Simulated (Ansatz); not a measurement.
Energy profile

The step: Ge₄H₉Cl ([Cl][Ge]([GeH3])([GeH3])[GeH3]) + HF → Ge₄H₈ClF ([F][Ge]([GeH3])([GeH3])[GeH2][Cl]) + H₂; bonds formed: Ge1–F7, Ge2–Cl5, H6–H10; bonds broken: Ge1–Cl5, Ge2–H10, H6–F7 (atoms numbered as in the saddle structure below).

Ge1  (-0.083, -0.213, -0.023)
Ge2  (0.263, 2.096, -0.191)
Ge3  (0.803, -1.605, -1.793)
Ge4  (-1.673, -0.983, 1.631)
Cl5  (-1.793, 0.990, -1.483)
H6  (1.749, 1.081, 1.074)
F7  (1.589, -0.164, 1.182)
H8  (-0.520, 3.096, 0.661)
H9  (0.972, 2.725, -1.391)
H10  (1.760, 2.029, 0.910)
H11  (1.806, -2.606, -1.203)
H12  (-0.373, -2.345, -2.440)
H13  (1.495, -0.700, -2.820)
H14  (-2.238, 0.242, 2.364)
H15  (-2.793, -1.729, 0.900)
H16  (-0.964, -1.916, 2.622)
(Å)

Electronic energies by CCSD(T) at an estimated basis limit (MP2 extrapolated from triple and quadruple zeta, plus CCSD(T) − MP2 in triple zeta), on PBE0-D4/def2-TZVP structures; Ge4H10ClF, closed shell; no counterpoise correction. Program: Ansatz 0.2.0. Basis: def2-TZVPP and def2-QZVPP. Cores are frozen in the correlated methods. Filled d shells of the heavier atoms are correlated. The def2 sets are not built for correlating such inner shells, so the correlated values are less sure here. Extrapolation: Hartree–Fock as exp(−7.88 √X), correlation as X^−2.97.

Task: Give the profile in kcal/mol, counted from the separated reactants. (Judge from chemistry; the value comes from the calculation.)

Result: The calculation gives:
```
                                                                                                                                                                point  kcal/mol
    separated: Ge4H9Cl (linked as [Cl][Ge]([GeH3])([GeH3])[GeH3]; Ge1, Ge2, Ge3, Ge4, Cl5, H8, H9, H10, H11, H12, H13, H14, H15, H16; singlet) + HF (H6, F7; singlet)      0.00
                                                                                                                                                      start structure     -2.24
                                                                                                                                                               saddle     35.55
                                                                                                                                                        end structure     -5.33
separated: Ge4H8ClF (linked as [F][Ge]([GeH3])([GeH3])[GeH2][Cl]; Ge1, Ge2, Ge3, Ge4, Cl5, F7, H8, H9, H11, H12, H13, H14, H15, H16; singlet) + H2 (H6, H10; singlet)     -3.91
```

T1 diagnostic: at most 0.013.

For scale, one of the runs: CCSD(T)/def2-TZVPP, 405 basis functions, launched by `ansatz run in.yaml --threads 4 --pin off --events-out ev --progress --plain --max-ram 41984MiB --backend cuda --devices 0, --max-vram 37GiB`. The run took 32 s on 4 CPU threads of an AMD EPYC 7R13 and a share of one NVIDIA H100 (shared host), with 1.9 GiB of host memory at its peak.
